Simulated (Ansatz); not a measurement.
Reaction (SMILES): O=[P] (O-P) → O atom + P atom
B3LYP-D3(BJ)/def2-TZVP geometries, fixed; electronic energies without zero-point terms.

Energies in hartree at CCSD(T) with Ansatz (a first-principles code); the atomisation energy is their sum with the coefficients shown, times 627.509 kcal/mol a hartree. All functions are spherical. Cores are frozen. Open shells are unrestricted. No added dispersion term, no relativity.

```
species      coefficient          part  cc-pV(D+d)Z  cc-pV(T+d)Z  cc-pV(Q+d)Z
-----------  -----------  ------------  -----------  -----------  -----------
O=[P] (O-P)           -1  Hartree-Fock   -415.57471   -415.62379   -415.63425
O=[P] (O-P)           -1   correlation     -0.30626     -0.38239     -0.40795
O atom                +1  Hartree-Fock    -74.79217    -74.81176    -74.81729
O atom                +1   correlation     -0.11778     -0.16221     -0.17627
P atom                +1  Hartree-Fock   -340.70905   -340.71631   -340.71872
P atom                +1   correlation     -0.08431     -0.10527     -0.10958
```

**Question.** Predict the atomisation energy in cc-pV(5+d)Z (X = 5): let each Hartree-Fock step shrink by the ratio of the last two, and fit each correlation energy at X = 3 and 4 to E + A/X^3. Compare with the run.

**Answer.** 
- O=[P] (O-P): steps -0.04908 and -0.01046, ratio 0.213, so Hartree-Fock -415.63648 (run: -415.63686); A = (-0.38239 - (-0.40795))/(1/27 - 1/64) = 1.1937, correlation -0.40795 - A/64 + A/125 = -0.41705 (run: -0.41757).
- O atom: steps -0.01959 and -0.00553, ratio 0.282, so Hartree-Fock -74.81885 (run: -74.81878); A = (-0.16221 - (-0.17627))/(1/27 - 1/64) = 0.6566, correlation -0.17627 - A/64 + A/125 = -0.18128 (run: -0.18133).
- P atom: steps -0.00726 and -0.00241, ratio 0.332, so Hartree-Fock -340.71952 (run: -340.71915); A = (-0.10527 - (-0.10958))/(1/27 - 1/64) = 0.2013, correlation -0.10958 - A/64 + A/125 = -0.11111 (run: -0.11119).
Predicted 139.79 kcal/mol; the run in cc-pV(5+d)Z gives 140.55, a miss of -0.76. Keeping the value in cc-pV(Q+d)Z, 138.27, would miss by -2.28. All sums are of the energies as printed.
